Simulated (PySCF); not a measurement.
Positional isomers: silole boryl. Gas-phase values, no solvent. One relaxed conformer stands for each flexible species; it need not be the lowest. Strings in code marks are SMILES.

The T1 excitation (TDA) from two functionals at the same geometries (r2SCAN-D4/def2-TZVP), both in PySCF: PBE-D3(BJ)/def2-TZVP and r2SCAN-D4/def2-TZVP. Excitations are Tamm–Dancoff values on a coarser integration grid. The basis has no diffuse functions, so Rydberg states are missing or too high.

```
species             PBE-D3(BJ)/def2-TZVP (eV)  r2SCAN-D4/def2-TZVP (eV)
------------------  -------------------------  ------------------------
`[SiH2]1C=CC=C1B`                        2.41                      2.31
`BC1=C[SiH2]C=C1`                        2.21                      2.14
`C1[SiH](C=CC=1)B`                       2.52                      2.47
```

Over these rows, drawn at random from the members with no instability flagged (it was tested for open shells, ions and some series alone), PBE minus r2SCAN-D4: mean +0.07 eV, from +0.05 eV to +0.10 eV.
